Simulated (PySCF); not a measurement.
Job for PySCF: R-HF/3-21G on HISSi (SMILES S[Si]I), a point of a torsion scan.

```python
from pyscf import gto, scf, dft, mp
from pyscf.data.elements import chemcore

mol = gto.M(
    atom='''
    S    -1.33980695    0.37028135    0.52116566
    Si    0.55234973    1.06041327   -0.38183403
    I     2.27597191   -0.04419886    1.04523306
    H    -1.40237304   -0.70088381   -0.25908306
    ''',
    basis='3-21g',
    charge=0, spin=0, verbose=3, max_memory=1800)
mf = scf.RHF(mol)
mf.conv_tol = 1e-8
mf.max_cycle = 100
mf.kernel()
if not mf.converged:
    mf = mf.newton().run(mf.mo_coeff, mf.mo_occ)
```

Output:

```
converged SCF energy = -7570.850707455
```

Self-consistency was reached.

Cost: about 0.8 core-seconds (a rough figure).
